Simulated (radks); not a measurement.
Species: Ce4+. Configuration: [Xe].

Method: Dirac Kohn-Sham, LDA (Slater exchange, Perdew-Wang correlation), spin-unpolarised, spherical densities, point nucleus; computed with a radial shooting solver on a logarithmic mesh with Libxc functionals.

Energy parts (Ry):
total: -17711.7008
kinetic: 19000.0553
electron-nucleus: -42982.1816
Hartree: 6674.2923
exchange-correlation: -403.8667

Orbitals (lengths in bohr, moments of r in powers of bohr; <r^-3> diverges for s and p1/2; r(90%) holds 90 % of the orbital's charge):
orbital	occ.	eigenvalue (Ry)	<r^-3>	<1/r>	r(90%)	<r>	small-component weight
1s1/2	2	-2957.484	-	63.30	0.0443	0.02459	4.60e-02
2s1/2	2	-476.2011	-	14.92	0.163	0.1048	9.99e-03
2p1/2	2	-449.9612	-	14.91	0.145	0.08799	1.00e-02
2p3/2	4	-417.1833	7080	13.50	0.153	0.09419	9.43e-03
3s1/2	2	-105.1809	-	5.381	0.410	0.2787	3.06e-03
3p1/2	2	-94.05008	-	5.297	0.403	0.2683	3.00e-03
3p3/2	4	-87.61341	1427	4.946	0.420	0.2805	2.83e-03
3d3/2	4	-68.08146	234.2	4.814	0.394	0.2515	2.72e-03
3d5/2	6	-66.69835	213.0	4.725	0.399	0.2553	2.67e-03
4s1/2	2	-23.85886	-	2.244	0.913	0.6356	9.56e-04
4p1/2	2	-19.71577	-	2.142	0.951	0.6535	8.91e-04
4p3/2	4	-18.30819	313.1	2.026	0.989	0.6806	8.36e-04
4d3/2	4	-11.48283	42.99	1.815	1.10	0.7319	6.95e-04
4d5/2	6	-11.23372	38.75	1.786	1.11	0.7413	6.81e-04
5s1/2	2	-5.80962	-	0.9185	2.08	1.457	2.35e-04
5p1/2	2	-4.59415	-	0.8298	2.30	1.597	1.97e-04
5p3/2	4	-4.35160	53.96	0.7913	2.39	1.661	1.84e-04

The highest occupied level is 5p3/2 at -59.207 eV. Summed over all electrons, <r^2> = 34.72 bohr^2, which gives a Langevin (diamagnetic) susceptibility term of -27.5 x 10^-6 cm^3/mol.
